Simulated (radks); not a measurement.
The antimony ion Sb6+, configuration [Kr] 4d9. Method: scalar-relativistic Kohn-Sham, LDA (Slater exchange, VWN5 correlation), spin-polarised, spherical densities, finite nucleus; open shells are filled with parallel spins first (spin-orbit coupling, left out, can overturn this in heavy ions); Fermi nuclear charge, rms radius 4.6802 fm; computed with a radial shooting solver on a logarithmic mesh with Libxc functionals. Some entries of the table are withheld. Estimate them.

orbital  occ.  eigenvalue (hartree)  r(max) (bohr)  <r> (bohr)
1s up       1             -1115.389        0.01837     0.02845
1s down     1             -1115.389        0.01837     0.02845
2s up       1             -172.3258         0.1038      0.1227
2s down     1             -172.3146         0.1038      0.1227
2p up       3             -155.1136        0.08306      0.1072
2p down     3             -155.1047        0.08306      0.1072
3s up       1             -36.16402         0.3003      0.3310
3s down     1             -36.15639         0.3003      0.3310
3p up       3             -30.55173         0.2936      0.3290
3p down     3             -30.54353         0.2936      0.3290
3d up       5             -21.96257         0.2439      0.3055
3d down     5             -21.95181         0.2439      0.3054
4s up       1              -8.37552         0.7202      0.7845
4s down     1              -8.34080         0.7200      0.7845
4p up       3                   (1)            (2)      0.8404
4p down     3                   (3)            (4)      0.8406
4d up       5              -4.07067         0.8333      0.9744
4d down     4              -4.03770         0.8334      0.9759
5s up       0              -2.79521            (5)       1.779
5s down     0              -2.78031            (6)       1.785
5p up       0              -2.31329          1.845       1.975
5p down     0              -2.30139          1.850       1.982

Answer. 
(1) 4p up eigenvalue (hartree): -6.63402
(2) 4p up r(max) (bohr): 0.7583
(3) 4p down eigenvalue (hartree): -6.59939
(4) 4p down r(max) (bohr): 0.7581
(5) 5s up r(max) (bohr): 1.666
(6) 5s down r(max) (bohr): 1.670
